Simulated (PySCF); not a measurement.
PySCF input file for B(OH)(NH2)(NMe2) (C₂H₉BN₂O), SMILES CN(C)B(N)O, B3LYP/pcSseg-1. Geometry: ωB97X-D3(BJ)/def2-SVP. One conformer was computed; it need not be the lowest.

```python
import numpy as np
from pyscf import gto, scf, dft
from pyscf.prop.nmr import rks as nmr

mol = gto.M(
    atom='''
    B    -0.43412467   -0.11136731   -0.65223739
    O    -0.58567473   -1.35294976   -1.25191855
    H    -0.34666533   -2.07845294   -0.66969077
    N    -1.09629946    0.98361389   -1.28138938
    H    -1.63968430    0.82282627   -2.11881253
    H    -0.85030318    1.95091212   -1.13145730
    N     0.33227931    0.05685288    0.55347986
    C     1.28005484   -0.92049317    1.03438021
    C     0.30500285    1.27752551    1.32525616
    H     2.29479504   -0.48753797    1.13021610
    H     1.00228344   -1.32442309    2.02818460
    H     1.36350909   -1.76440021    0.33329113
    H     0.21289553    1.05871256    2.40578080
    H     1.22103731    1.88863375    1.19283757
    H    -0.56405163    1.88870275    1.04373421
    ''',
    basis='pcSseg-1',
    charge=0,
    spin=0,
    max_memory=1600,
    verbose=3,
)
mf = dft.RKS(mol, xc='b3lyp')
mf.grids.level = 3
mf.conv_tol = 1e-10
mf.max_cycle = 100
mf.kernel()
n = nmr.NMR(mf)
n.verbose = 2
n.max_cycle_cphf = 60
sigma = n.kernel()
print('atom   isotropic/ppm   span/ppm')
for i, s in enumerate(sigma):
    w = np.linalg.eigvalsh((s + s.T) / 2)
    print(f'{mol.atom_symbol(i):2s}{i + 1:3d} {w.mean():14.3f} {w[2] - w[0]:11.3f}')
```

It prints:

```
converged SCF energy = -291.313852194632
atom   isotropic/ppm   span/ppm
B   1         74.939      33.632
O   2        253.347     102.874
H   3         29.377      16.707
N   4        214.533      60.916
H   5         29.709      15.653
H   6         30.114      14.815
N   7        209.981      86.819
C   8        141.800      60.719
C   9        140.688      60.983
H  10         29.042      10.824
H  11         29.013      11.025
H  12         28.679       9.560
H  13         29.110      10.405
H  14         28.919      10.609
H  15         28.489       9.497
```

The run converged.
